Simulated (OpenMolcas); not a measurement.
V4+: moving the ligands

V4+ with 6 ligands (fluoride) in octahedral coordination (Oh) at 1.89 Å. A charge of +0.333 e stands 2.8 Å behind each ligand. Ligand basis ANO-RCC-VDZP.
```
V     0.0000    0.0000    0.0000
F     1.8900    0.0000    0.0000
F     0.0000    1.8900    0.0000
F    -1.8900    0.0000    0.0000
F     0.0000   -1.8900    0.0000
F     0.0000    0.0000    1.8900
F     0.0000    0.0000   -1.8900
```

- Program: OpenMolcas 26.06
- Method: SS-CASPT2, IPEA 0.25 Eh, imaginary shift 0.1 Eh (closed shells correlated: 3s 3p and the ligand valence shells)
- Basis: ANO-RCC-VTZP [6s5p3d2f1g]
- Scalar Hamiltonian: DKH2, point nucleus
- Active space: 1 electron in 5 orbitals (3d)
- State averaging: 2S+1 = 2 even, 5 roots
- Spin-orbit coupling: RASSI with atomic mean-field integrals over the reference wave functions

Runs around this geometry, states (labels of O, the rotations of Oh). Energies in cm-1 above the lowest state or level, χT in cm3 K/mol; under a threefold ground state the first gap can be a small split of the lowest multiplet, not the spin-orbit step; 10Dq is the gap between the two states.

```csv
R (Å),Ground state,First state of that spin,10Dq,First gap with spin-orbit (degeneracies),χT at 300 K
1.79,2T2,2E 26130,26135,"330 (4, 2)",0.363
1.89,2T2,2E 21440,21441,"330 (4, 2)",0.365
1.96,2T2,2E 19100,19100,"340 (4, 2)",0.367
```

Taking |10Dq| as R^-n, n = -ln(19100 / 26135) / ln(1.96 / 1.79) = 3.5 between the shortest and longest distance. The point-charge formula for a cubic d site gives n = 5.

Over all roots computed the reference weight is 0.71 in R = 1.79, 0.70 in R = 1.89, 0.70 in R = 1.96; a low but even weight reflects the number of correlated electrons. An orbital triplet at a regular site is open to Jahn-Teller coupling, which can distort the site and quench the lowest spin-orbit gaps and is left out. Ligand-to-metal charge-transfer states are missing. With one d shell and no ligand orbital active, 10Dq can be off by a tenth or more. The least metal-like active orbital is 82 % on the metal (Löwdin) and no ligand orbital is active, so the numbers are rough (holds for R = 1.79). The least metal-like active orbital is 83 % on the metal (Löwdin) and no ligand orbital is active, so the numbers are rough (holds for R = 1.89; R = 1.96). No measured value stands beside these numbers; the geometry is a model, was not optimised and need not be the one that this ion takes.
